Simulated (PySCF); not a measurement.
# Correlation energy of Br⁺ (bromine, charge +1)

[Ar] 3d10 4s2 4p4, high-spin 3P determinant. Calculation: PySCF 2.14, in def2-TZVPPD (7s6p5d1f, 57 functions); no relativity, point nucleus. Frozen: [Ar] 3d10; 6 electrons correlated.

MP2 pair energies summed by pair of shells (mhartree):

```tsv
pair	energy	share (%)
4s-4p	-48.54	46.4
4p-4p	-47.70	45.6
4s-4s	-8.32	8.0
```

Total MP2 correlation energy: -104.56 mhartree.

Same-spin part -23.44 and opposite-spin part -81.11 mhartree; SCS-MP2 scales them by 1/3 and 6/5 to -105.15 mhartree.
